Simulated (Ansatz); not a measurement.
`[SiH3]O[Si]Br` + H₂ → `[SiH]O[SiH3]` + HBr at 600 K and 1 bar (hydrogenolysis of the Si–Br bond).

Computed with Ansatz on PBE0-D4/def2-TZVP structures; ΔE is electronic, products minus reactants. CCSD(T)/CBS adds triple-zeta CCSD(T) − MP2 to the extrapolated MP2 energy (def2 sets, frozen cores). This one scheme is used for every species. For Br outer-core shells are correlated without core-valence functions, which leaves a few kJ/mol of doubt a bond. Scalar relativity is left out up to krypton. One conformer a species, not always the lowest.

```tsv
species	CCSD(T)/CBS energy (Eh)	H − E (kJ/mol)	S (J/(mol·K))
`[SiH3]O[Si]Br`	-3228.55316	132.9	425.8
H₂	-1.17544	43.9	150.8
`[SiH]O[SiH3]`	-655.75389	140.8	371.8
HBr	-2573.91920	33.5	219.1
```

H − E and S are ideal-gas, rigid-rotor, harmonic terms from PBE0-D4/def2-TZVP, for one conformer and one mirror image of each species. The MP2-based limit puts H₂ 0.8 mEh under its directly extrapolated value; such offsets cancel only in part. 1 Eh = 2625.50 kJ/mol, R = 8.31446 J/(mol·K).

By hand: ΔE, ΔH, ΔS and ΔG.

ΔE = (-655.75389) + (-2573.91920) − (-3228.55316) − (-1.17544) = 0.05551 Eh = 145.7 kJ/mol. Δ(H − E) = 140.8 + 33.5 − 132.9 − 43.9 = -2.5, so ΔH = 143.2 kJ/mol. ΔS = 371.8 + 219.1 − 425.8 − 150.8 = 14.3 J/(mol·K). ΔG = 143.2 − 600 × (14.3)/1000 = 134.6 kJ/mol.

By hand: the equilibrium constant, and the temperature at which ΔG would vanish if ΔH and ΔS stayed fixed.

log₁₀ K = −ΔG/(RT ln 10) = -11.7. ΔG = 0 at ΔH/ΔS = 10014 K, far beyond where these terms or the molecules hold.

The number of gas molecules stays the same, so ΔS is small and ΔH decides. A doubt of 5 kJ/mol in ΔE shifts log₁₀ K by 0.4 here. Other conformers and mirror images would add mixing entropy, several J/(mol·K) or more a flexible species. These are equilibria of isolated gas molecules and say nothing of rates. Largest T1 diagnostic: 0.014 (customary marks: 0.02 for closed shells, 0.045 for open ones).
